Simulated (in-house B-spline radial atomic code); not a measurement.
Configurations of the cadmium ion Cd⁺, with energies counted from [Kr] 4d10 5s1. Level of theory: Dirac-Hartree-Fock, average of configuration, Fermi nucleus of rms radius 4.6087 fm; calculated with an all-electron radial atomic-structure program (B-spline basis). Energies include first-order Breit, QED and recoil terms.

Occupations are held fixed; configurations that lie above the ionisation limit could autoionise.

```json
{"configuration": "[Kr] 4d10 (6f7/2)1", "E - E(ref) (eV)": "14.023", "highest orbital": "6f7/2", "its <r> (bohr)": "23.82"}
{"configuration": "[Kr] (4d3/2)3 (4d5/2)6 5s1 (6g9/2)1", "E - E(ref) (eV)": "24.585", "highest orbital": "6g9/2", "its <r> (bohr)": "21.99"}
{"configuration": "[Ar] 3d10 4s2 (4p1/2)1 (4p3/2)4 4d10 5s1 (7d5/2)1", "E - E(ref) (eV)": "91.37", "highest orbital": "7d5/2", "its <r> (bohr)": "18.13"}
{"configuration": "[Ar] 3d10 4s2 (4p1/2)1 (4p3/2)4 4d10 5s1 (7f7/2)1", "E - E(ref) (eV)": "92.34", "highest orbital": "7f7/2", "its <r> (bohr)": "33.32"}
{"configuration": "[Ar] (3d3/2)4 (3d5/2)5 4s2 4p6 4d10 5s1 (7d3/2)1", "E - E(ref) (eV)": "418.7", "highest orbital": "7d3/2", "its <r> (bohr)": "18.02"}
{"configuration": "[Ar] (3d3/2)4 (3d5/2)5 4s2 4p6 4d10 5s1 (8p3/2)1", "E - E(ref) (eV)": "418.86", "highest orbital": "8p3/2", "its <r> (bohr)": "20.62"}
```

(1) Order these further configurations by energy, lowest first.
A. [Kr] (4d3/2)4 (4d5/2)5 5s1 (9p1/2)1
B. [Ar] (3d3/2)4 (3d5/2)5 4s2 4p6 4d10 5s1 (7g7/2)1
C. [Ar] (3d3/2)4 (3d5/2)5 4s2 4p6 4d10 5s1 (9p1/2)1
D. [Kr] 4d10 (7g9/2)1
E. [Kr] (4d3/2)4 (4d5/2)5 5s1 (8g7/2)1

(2) How far above the reference does [Kr] 4d10 (8f5/2)1 lie?

## Answers

(1) D (14.432 eV), A (24.029 eV), E (24.558 eV), C (419.42 eV), B (419.69 eV).

(2) 14.688 eV; its least bound orbital is 8f5/2 with <r> = 44.75 bohr.
